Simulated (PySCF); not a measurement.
C4H6Se.
SMILES: `C1=CC[Se]C1`

The closed-shell ground state was solved at several levels (PySCF, density fitting, gas phase). Isolated species at its GFN2-xTB geometry, gas phase. Relativistic effects, spin–orbit coupling among them, are left out although an element past zinc is present.

```
                       level  basis functions  total energy (Eh)  HOMO (eV)  LUMO (eV)  gap (eV)  dipole (D)
               PBE0/pcSseg-1              139         -2556.8163      -5.96       0.32      6.28        1.71
B3LYP/pcJ-1 (pcSseg-1 on Se)              209         -2557.3627      -5.68       0.13      5.81        1.64
```

(1) Estimate the row for CAM-B3LYP/def2-SVPD, a basis of 169 functions; the other rows only guide the guess.

(2) Over all these levels, which gives the widest orbital gap and which the narrowest?

(3) How far do the dipole and the HOMO energy spread over the levels?

Results:

(1) Total energy -2557.1957 Eh, HOMO -7.30 eV, LUMO 0.80 eV, gap 8.10 eV, dipole 1.71 D.

(2) CAM-B3LYP/def2-SVPD (range-separated hybrid) has the widest, 8.10 eV, and B3LYP/pcJ-1 (pcSseg-1 on Se) (global hybrid, 20 % exact exchange) the narrowest, 5.81 eV. Functional and basis both differ between the two, so the spread mixes both effects.

(3) The dipole runs from 1.64 to 1.71 D (mean 1.69 D) and the HOMO from -7.30 to -5.68 eV.
